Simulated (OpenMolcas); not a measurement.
# Re4+: moving or changing the point charges

Re4+ among 4 point charges of -2 e arranged as a tetrahedron (Td), 1.87 Å from the ion.
```
   1.0796    1.0796    1.0796  -2.00
   1.0796   -1.0796   -1.0796  -2.00
  -1.0796    1.0796   -1.0796  -2.00
  -1.0796   -1.0796    1.0796  -2.00
```

```json
{"Program": "OpenMolcas", "Method": "CASSCF", "Basis": "ANO-RCC-VDZP [7s6p4d2f1g]", "Scalar Hamiltonian": "DKH2, point nucleus", "Active space": "3 electrons in 5 orbitals (5d)", "State averaging": "2S+1 = 4 even, 10 roots; 2S+1 = 2 even, 40 roots", "Spin-orbit coupling": "RASSI with atomic mean-field integrals over the reference wave functions"}
```

Runs around this geometry, states (labels of Td). Energies in cm-1 above the lowest state or level, χT in cm3 K/mol; under a threefold ground state the first gap can be a small split of the lowest multiplet, not the spin-orbit step; 10Dq and B are least-squares fits to the states below 45000 cm-1, weighted by degeneracy, with a free offset, and given where the rms deviation is under 5 % of |10Dq| (or 100 cm-1) and under 700 cm-1; 10Dq is negative for this site.

```csv
R (Å),q (e),Ground state,First state of that spin,10Dq,B (rms of fit),First gap with spin-orbit (degeneracies),χT at 300 K,First state of another spin
1.87,-1.3,4T1,4T2 3713,-4449,803 (76),"4349 (4, 2)",0.120,2E 11100
1.72,-2,4T1,4T2 6673,,,"3678 (4, 2)",0.164,2E 7363
1.87,-2,4T1,4T2 5035,-5906,770 (224),"4015 (4, 2)",0.131,2E 9451
2.05,-2,4T1,4T2 3522,-4202,799 (111),"4359 (4, 2)",0.119,2E 11273
```

Taking the first state of the same spin as R^-n, n = -ln(3522 / 6673) / ln(2.05 / 1.72) = 3.6 between the shortest and longest distance.

Scaling the charges by -1.3 / -2 = 0.65 scales |10Dq| by 4449 / 5906 = 0.75; with fixed orbitals a first-order splitting would follow the charge.

Without dynamic correlation the repulsion within the d shell is too large (B by tens of per cent), so at a given field states of lower spin stand too high. Point charges give a weaker field than real ligands, and real ions of this kind are as a rule low spin; the high spin found here belongs to the model. Spin-orbit coupling mixes the spin-free states strongly: the lowest level takes only 59 % from its leading state, 4T1 (figures for R = 1.87, q = -1.3; the like holds for R = 1.72, q = -2, R = 1.87, q = -2, R = 2.05, q = -2). This is an electrostatic model: the charges have no orbitals. No measured value stands beside these numbers.
